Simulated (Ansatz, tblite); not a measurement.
Removing an electron: BiMe3 (C3H9Bi). Total charge 0; singlet. Geometry: PBE0-D4/def2-SVP. Ansatz, gas phase; energy differences of separate SCF runs; the oxidised species was run as a doublet alone.

Cartesian coordinates in Å:
```
Bi -0.4941 -0.8482 -0.8336
C -1.3221 -0.5392 1.2613
H -2.3864 -0.2713 1.2018
H -0.7653 0.2679 1.7575
H -1.2157 -1.4693 1.8374
C -0.3823 1.3846 -1.2470
H 0.0828 1.8911 -0.3898
H -1.3952 1.7809 -1.4053
H 0.2193 1.5600 -2.1501
C 1.6548 -0.9290 -0.0960
H 2.3379 -0.7871 -0.9454
H 1.8501 -1.9075 0.3649
H 1.8162 -0.1330 0.6443
```

In the def2 sets Bi takes a core potential; there is no spin–orbit coupling. The xTB rows come from tblite.

```
              level  −HOMO (eV)  vertical IE (eV)  −LUMO (eV)  HOMO–LUMO gap (eV)
           GFN1-xTB       10.45             13.40        3.69                6.76
           GFN2-xTB       10.00             12.91        3.18                6.82
   PBE-D4/def2-TZVP        5.64              8.40        0.60                5.03
r2SCAN-D4/def2-TZVP        5.85              8.43        0.28                5.57
  PBE0-D4/def2-TZVP        6.60              8.50       -0.11                6.72
```

Relaxing the oxidised species (PBE0-D4/def2-SVP) changes its energy by -0.51 eV at PBE0-D4/def2-TZVP, so the adiabatic ionisation energy to this nearest minimum is 7.99 eV. At PBE-D4/def2-TZVP it is 7.95 eV.    Raw xTB energy differences between charge states are shifted by several eV; the methods need an empirical correction for them.
